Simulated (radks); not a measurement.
Results of a calculation; reference values are marked as such.
Question: These are the eigenvalues of the occupied orbitals of an atom or ion with whole-number occupations (hartree). Level of theory: scalar-relativistic Kohn-Sham, PBEsol, spin-unpolarised, spherical densities, finite nucleus; Fermi nuclear charge, rms radius of each element as measured or else 0.836 A^(1/3) + 0.57 fm (a radial shooting solver on a logarithmic mesh with Libxc functionals).

| orbital | eigenvalue |
|---|---|
| 1s | -2.19924 |

Which element is it, and in what charge state? The configuration may be excited.

Answer: Z = 3, lithium, charge +1: Li+ in [He]. The 1s level, -2.1992 hartree, gives Z - s = 2.1 by -(Z - s)^2/2, which with screening and relativity narrows Z to a few neighbours, and the depths must fix Z and the occupations together.
